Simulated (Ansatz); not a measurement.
Cost and result for the atomization energy of `O[SiH2][SiH](O)F` (10 atoms, 9 bonds).

```xyz
10

O    -1.7113    1.1970   -0.3983
Si   -1.3568   -0.3368    0.0994
Si    0.9801   -0.4454    0.3307
O     1.4444    0.8101   -0.6262
F     1.4593   -0.1856    1.8380
H    -0.9895    1.6656   -0.8241
H    -1.7947   -1.3550   -0.8978
H    -2.0779   -0.5964    1.3702
H     1.6714   -1.6979   -0.0772
H     2.3749    0.9446   -0.8148
```

Total charge 0; spin multiplicity 1. Geometry: relaxed with PBE0-D4/def2-TZVP. It is one conformer, not always the lowest. Program: Ansatz. All runs use 4 threads of an Intel Xeon on a shared host. Times are those of one run each, without the atoms' runs, and a repeat can differ threefold. Electronic energies, without spin–orbit coupling; frozen cores. CCSD(T)/CBS adds CCSD(T) − MP2 in def2-TZVPP to the MP2 limit, and its time is that of the two runs behind it. T1 = 0.012. B3LYP takes the VWN-RPA correlation (the form of Gaussian; ORCA's B3LYP/G).

CCSD(T)/CBS is a level of theory with its own doubt, some kJ/mol a heavy atom from the limit and from the frozen cores, so smaller differences don't rank the functionals.

```csv
level,functions,wall time
PBE-D4/def2-TZVPP (with forces),247,2.2 s
PBE0-D4/def2-TZVPP,247,2.7 s
r2SCAN-D4/def2-TZVPP (with forces),247,3.4 s
B3LYP-D4/def2-TZVPP (with forces),247,3.8 s
B2PLYP/def2-TZVPP,247,4.4 s
ωB97X-V/def2-TZVPP,247,6 s
ωB97M-V/def2-TZVPP (with forces),247,7.5 s
MP2/def2-QZVPP,461,15 s
CCSD(T)/def2-TZVPP,247,80 s
CCSD(T)/CBS(def2),–,94 s
```

What atomization energy does each give, and how far from CCSD(T)/CBS? (An estimate is asked.)

Computed: 
| level | atomization (kJ/mol) | difference from CCSD(T)/CBS | per bond |
| --- | --- | --- | --- |
| PBE-D4/def2-TZVPP (with forces) | 3646.0 | -13.2 | -1.5 |
| PBE0-D4/def2-TZVPP | 3573.9 | -85.3 | -9.5 |
| r2SCAN-D4/def2-TZVPP (with forces) | 3632.6 | -26.6 | -3.0 |
| B3LYP-D4/def2-TZVPP (with forces) | 3612.5 | -46.7 | -5.2 |
| B2PLYP/def2-TZVPP | 3587.3 | -71.9 | -8.0 |
| ωB97X-V/def2-TZVPP | 3650.5 | -8.7 | -1.0 |
| ωB97M-V/def2-TZVPP (with forces) | 3638.2 | -21.0 | -2.3 |
| MP2/def2-QZVPP | 3693.1 | 33.9 | 3.8 |
| CCSD(T)/def2-TZVPP | 3540.9 | -118.3 | -13.1 |
| CCSD(T)/CBS(def2) | 3659.2 | 0.0 | 0.0 |

In def2-TZVPP, CCSD(T) changes the Hartree–Fock value by +911.4 kJ/mol (the triples alone add +49.4 kJ/mol) and MP2 by +991.9 kJ/mol; breaking electron pairs costs correlation energy, which Hartree–Fock lacks. From PBE to PBE0 (25 % exact exchange), in def2-TZVPP and without D4, the atomization energy moves by −69.0 kJ/mol: exact exchange takes away binding that semilocal exchange gives to molecules. The D4 term adds +33.5 kJ/mol with B3LYP and +17.6 kJ/mol with PBE0; it sums over pairs of atoms, weighted by their polarisabilities, and B3LYP, whose exchange is more repulsive, gets the larger term.
